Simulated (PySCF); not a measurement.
C8H14, SMILES C=C/C=C\C(C)(C)C, singlet (GFN2-xTB optimised geometry):

```
22

C      2.164     1.492     2.960
C      1.198     1.068     2.150
C      1.470     0.392     0.902
C      0.613    -0.094     0.000
C     -0.897    -0.094     0.000
C     -1.442    -0.874     1.205
C     -1.382    -0.790    -1.278
C     -1.442     1.340     0.000
H      3.206     1.348     2.720
H      1.953     1.993     3.889
H      0.169     1.231     2.430
H      2.528     0.276     0.693
H      1.049    -0.566    -0.872
H     -2.528    -0.920     1.158
H     -1.054    -1.890     1.199
H     -1.158    -0.411     2.144
H     -1.026    -0.262    -2.161
H     -2.469    -0.813    -1.310
H     -1.018    -1.815    -1.319
H     -1.165     1.875     0.903
H     -2.528     1.326    -0.071
H     -1.049     1.890    -0.852
```

Calculation: PBE/def2-SVP run with PySCF.

Problem. What are the frontier orbital energies and the dipole moment?

Solution. HOMO-2 -7.61 eV, HOMO-1 -7.44 eV, HOMO -5.46 eV, LUMO -1.58 eV, LUMO+1 0.96 eV; dipole moment 0.34 D.

Meta-Löwdin charges at PBE/def2-SVP: C1 -0.23, C2 -0.09, C3 -0.12, C4 -0.11, C5 0.06, C6 -0.30, C7 -0.30, C8 -0.30, H9 0.10, H10 0.11, H11 0.10, H12 0.10, H13 0.10, H14 0.09, H15 0.10, H16 0.10, H17 0.10, H18 0.10, H19 0.10, H20 0.10, H21 0.09, H22 0.10.
